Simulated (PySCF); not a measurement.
## Correlation energy of O⁺ (oxygen, charge +1)

[He] 2s2 2p3, high-spin 4S determinant. Computed with PySCF 2.14 in x2c-QZVPPall (7s4p3d2f1g, 57 functions), with scalar relativity by spin-free X2C-1e. Frozen: 1s2; 5 electrons correlated.

```json
{"level": "CCSD", "correlation energy (mhartree)": "-119.90"}
{"level": "(T)", "correlation energy (mhartree)": "-1.93"}
{"level": "CCSD(T)", "correlation energy (mhartree)": "-121.83"}
```

Diagnostics: T1 = 0.0042, D1 = 0.0104, largest double amplitude 0.032.

Task: Is a single reference adequate?

Result: Yes: T1 lies below 0.03 and no double amplitude reaches 0.07.
